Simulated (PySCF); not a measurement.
Excited states of I⁵⁺ (iodine, charge +5)

Ground state [Kr] 4d10 5s2, ¹S. Calculation: PySCF 2.14, in aug-cc-pVTZ-PP with one added diffuse shell each of d, f type with ECP28MDF (6s5p5d3f, 67 functions); a scalar-relativistic core potential. Vertical excitation energies in eV without spin-orbit coupling; excited terms of each kind are numbered among those the solver found. Frozen: 4s2 4p6.

```csv
term,leading excitation,EOM-EE-CCSD
1 3P°,5s → p,11.289
1 1P°,5s → p,16.027
1 3D,5s → d,30.882
1 1D,5s → d,33.660
1 3S,5s → s,36.076
1 1S,5s → s,36.881
1 3F°,5s → f,40.995
1 1F°,5s → f,41.190
2 3P°,5s → p,41.361
2 1P°,5s → p,41.677
2 3D,5s → d,48.778
2 1D,5s → d,48.983
```

Doubly excited terms such as np² are absent. The solver can miss terms.
